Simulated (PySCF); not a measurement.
W(2+) (tungsten, charge +2): UHF calculation

Configuration: [Xe] 4f14 5d3 6p1, one real determinant (an excited configuration). Calculation: PySCF 2.14, in def2-QZVPPD with the def2 core potential (60 electrons) (7s6p4d3f2g, 84 functions); a scalar-relativistic core potential.

| Quantity | Value |
| --- | --- |
| Total energy | -65.268520 hartree |
| One-electron energy | -102.4410 hartree |
| Hartree (Coulomb) energy | 43.5891 hartree |
| Exchange energy | -6.4166 hartree |
| ⟨S²⟩ | 6.0039 |
| ⟨L²⟩ | 14.054 |
| Sum of ⟨r⟩ | 18.78 bohr |
| Sum of ⟨r²⟩ | 38.26 bohr² |
| Traceless quadrupole moment −½Σ⟨3z² − r²⟩ along its main axis | -5.23 e·bohr² |

```
shell  electrons  mean orbital energy (hartree)  spread (hartree)  rms radius, mean of both spins (bohr)
 5s α          1                       -4.24163                 0                                   1.16
 5s β          1                       -4.09894                 0                                   1.16
 5p α          3                       -2.74081           0.00125                                   1.34
 5p β          3                       -2.53526           0.01624                                   1.34
 5d α          3                       -1.10082           0.00717                                   1.92
 6p α          1                       -0.62482                 0                                   3.70
```

⟨L²⟩ = 14.05 against 20 for a pure G term, so this real determinant mixes terms. Energies and moments cover only the electrons outside the core potential. Spin-orbit coupling, absent here, splits the open shell strongly.
